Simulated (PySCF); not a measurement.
**Electric field gradients and quadrupole coupling constants**

Compound: C4H9FS3Si.
Cartesian coordinates in Å at the GFN2-xTB level; atoms count from 1:
```
atom  x, y, z in Å
C1     3.0794    0.4349    0.6078
S2     2.0260   -0.4611   -0.5721
C3     0.3993   -0.2623    0.2412
Si4   -0.6874   -1.7575   -0.2445
S5    -2.5609   -1.4677    0.7734
C6    -2.8637    0.2876    0.3738
S7    -1.6321    1.4695    0.9812
C8    -0.2361    1.0551   -0.1400
F9    -0.6973    1.0153   -1.4277
H10    3.0409   -0.0575    1.5758
H11    2.7568    1.4693    0.6879
H12    4.0874    0.3923    0.2083
H13    0.5873   -0.2539    1.3163
H14   -0.1248   -2.9555    0.3491
H15   -0.8899   -1.7684   -1.6862
H16   -2.9516    0.4040   -0.7036
H17   -3.7960    0.5583    0.8623
H18    0.4540    1.9039   -0.0729
```

Field gradients from the PBE0/pcSseg-1 density (PySCF, non-relativistic), principal values in atomic units, ordered |Vxx| ≤ |Vyy| ≤ |Vzz|:

```json
{"atom": "S2", "Vxx": "0.5596", "Vyy": "2.5404", "Vzz": "-3.1000"}
{"atom": "S5", "Vxx": "0.1615", "Vyy": "2.1694", "Vzz": "-2.3309"}
{"atom": "S7", "Vxx": "0.6153", "Vyy": "2.4037", "Vzz": "-3.0190"}
```

Question: Find the asymmetry η = (Vxx − Vyy)/Vzz and the couplings χ = eQV/h (234.96 MHz × Q in barn × V in au), with Q(33S) = −0.0678 b.

Answer: 
```tsv
atom	environment	nucleus	η	χzz (MHz)	χxx (MHz)	χyy (MHz)
S2	sulfide sulfur	33S	0.64	49.39	-8.92	-40.47
S5	sulfur bonded to C and Si	33S	0.86	37.13	-2.57	-34.56
S7	sulfide sulfur	33S	0.59	48.09	-9.80	-38.29
```

The tensor is traceless: Vxx + Vyy + Vzz = 0.

Question: What is Vzz at S2 in SI units (1 au = 9.71736 × 10²¹ V/m²)?

Answer: -3.1000 au = -30.124 × 10²¹ V/m².

Question: And the gradient at the other heavy atoms, for which no coupling is worked out here?

Answer: 
```
atom                 environment  Vzz (au)     η
  C1             S-methyl carbon     0.269  0.05
  C3  sp3 carbon bound to sulfur     0.260  0.55
 Si4                SiH2 silicon     0.528  0.78
  C6  sp3 carbon bound to sulfur     0.290  0.95
  C8              sp3 C–F carbon     0.444  0.70
  F9              alkyl fluorine     3.000  0.04
```

Question: What couplings would deuterons (Q(2H) = 0.00286 b) have in place of the hydrogens, at this geometry?

Answer: 
```json
{"atom": "H10", "bonded to": "C1", "bond length (Å)": "1.087", "Vzz (au)": "0.3127", "η": "0.03", "χzz (kHz)": "210"}
{"atom": "H11", "bonded to": "C1", "bond length (Å)": "1.087", "Vzz (au)": "0.3144", "η": "0.03", "χzz (kHz)": "211"}
{"atom": "H12", "bonded to": "C1", "bond length (Å)": "1.085", "Vzz (au)": "0.3170", "η": "0.04", "χzz (kHz)": "213"}
{"atom": "H13", "bonded to": "C3", "bond length (Å)": "1.091", "Vzz (au)": "0.3021", "η": "0.04", "χzz (kHz)": "203"}
{"atom": "H14", "bonded to": "Si4", "bond length (Å)": "1.451", "Vzz (au)": "0.1708", "η": "0.01", "χzz (kHz)": "115"}
{"atom": "H15", "bonded to": "Si4", "bond length (Å)": "1.456", "Vzz (au)": "0.1663", "η": "0.01", "χzz (kHz)": "112"}
{"atom": "H16", "bonded to": "C6", "bond length (Å)": "1.087", "Vzz (au)": "0.3038", "η": "0.02", "χzz (kHz)": "204"}
{"atom": "H17", "bonded to": "C6", "bond length (Å)": "1.087", "Vzz (au)": "0.3094", "η": "0.05", "χzz (kHz)": "208"}
{"atom": "H18", "bonded to": "C8", "bond length (Å)": "1.096", "Vzz (au)": "0.2842", "η": "0.04", "χzz (kHz)": "191"}
```

The structure is a single GFN2-xTB conformer in the gas phase; no vibrational or solvent corrections. GFN2-xTB bond lengths can be off by several hundredths of an ångström, more for odd bonds, and the gradients follow them. The basis is small and wasn't made for field gradients, so the couplings can be 20 % off.

These values come from a run that also computed NMR shieldings. Time: 85 s; peak memory 1.1 GiB. Hardware: Arm Neoverse N1, one thread, shared host.
